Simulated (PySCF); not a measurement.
**TDDFT excited states: C7H4Cl2O**

Compound: 4-chlorobenzoyl chloride, C7H4Cl2O.
SMILES: `Clc1ccc(C(Cl)=O)cc1`

Computed with TDDFT CAM-B3LYP/def2-SVPD, vertical, gas phase, core orbitals frozen in the response (PySCF). Geometry: GFN2-xTB, one conformer, isolated molecule. Torsions of this conformer, `[O:1]=[C:2]([Cl:3])[c:4]1[cH:5][cH:6][c:7]([Cl:8])[cH:9][cH:10]1`: O1–C2–C4–C5 180°.

| state | E (eV) | λ (nm) | f | symmetry | main configurations (H = HOMO, L = LUMO) |
| --- | --- | --- | --- | --- | --- |
| S1 | 4.62 | 268.4 | 0.0000 | – | H-2→L (85%), H-2→L+4 (9%) |
| S2 | 4.98 | 248.8 | 0.013 | A′ | H-1→L (73%), H→L+1 (25%) |
| S3 | 5.07 | 244.7 | 0.439 | A′ | H→L (93%) |
| S4 | 6.08 | 203.8 | 0.0002 | – | H-3→L (62%), H-5→L (28%) |
| S5 | 6.24 | 198.6 | 0.074 | A′ | H→L+1 (56%), H-1→L (22%), H-4→L (17%) |
| S6 | 6.48 | 191.4 | 0.112 | A′ | H-4→L (70%), H→L+1 (14%) |
| S7 | 6.62 | 187.2 | 0.0000 | – | H-5→L (58%), H-3→L (25%), H-7→L (8%) |
| S8 | 6.85 | 180.9 | 0.546 | A′ | H-1→L+1 (86%) |

Triplets, Tamm–Dancoff:

```json
{"state": "T1", "E (eV)": "3.51", "λ (nm)": "352.9", "main configurations (H = HOMO, L = LUMO)": "H→L (83%)"}
{"state": "T2", "E (eV)": "4.19", "λ (nm)": "295.7", "main configurations (H = HOMO, L = LUMO)": "H-2→L (81%), H-2→L+4 (11%)"}
{"state": "T3", "E (eV)": "4.27", "λ (nm)": "290.4", "main configurations (H = HOMO, L = LUMO)": "H-1→L (92%)"}
```

The lowest singlet lies at 4.62 eV (268 nm, ultraviolet) and is dark (f under 0.0005); its leading configuration is HOMO-2→LUMO (85%). The strongest level in the table is S8 at 6.85 eV (181 nm, f = 0.546). It is the last of those listed, so stronger ones may follow. Löwdin shares by element: HOMO carbon 45% or more, chlorine 24% or more (atoms not listed hold the other 30%); LUMO carbon 44% or more, oxygen 16% (atoms not listed hold the other 39%). The listed states span 2.23 eV, and the widest gap between neighbours is 1.02 eV (S3 to S4). Orbital energies (eV): HOMO-3 -10.88, HOMO-2 -10.10, HOMO-1 -9.62, HOMO -9.08, LUMO -1.45, LUMO+1 -0.08, LUMO+2 0.98. The oscillator strengths of these states sum to 1.185; summed over the whole spectrum of an exact calculation they would give the number of electrons, 88 (Thomas–Reiche–Kuhn). Symmetry labels in Cs follow from the direction of the transition dipole and are given only for states with f of 0.002 or more. Only the lowest 8 singlets were computed, as vertical energies without vibronic structure.
